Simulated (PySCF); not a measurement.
C3H5ClOSi, SMILES C=C=C(Cl)[SiH2]O. Geometry optimised at PBE-D3(BJ)/def2-SVP. This is a generated structure with no PubChem entry under its InChIKey; it may be hypothetical. One conformer was computed; it need not be the lowest.

Problem. Give the equilibrium geometry at PBE-D3(BJ)/def2-SVP (PySCF confirms it by a frequency run) as Cartesian coordinates in Å. (Estimate from the structure and the level; the computed values follow.)

Solution. This is not unique; one that fits is 
```xyz
11

C      2.4767    -1.1452    -0.0289
C      1.4053    -0.3775    -0.0464
C      0.2896     0.3237    -0.0556
Cl     0.2880     2.0866    -0.2195
Si    -1.4340    -0.4372     0.1026
O     -1.3334    -2.1051     0.2513
H      2.8980    -1.5639    -0.9599
H      3.0000    -1.3856     0.9135
H     -2.0951     0.2275     1.2810
H     -2.2137    -0.1751    -1.1470
H     -0.7732    -2.4201     0.9822
```
Charge 0, spin multiplicity 1.
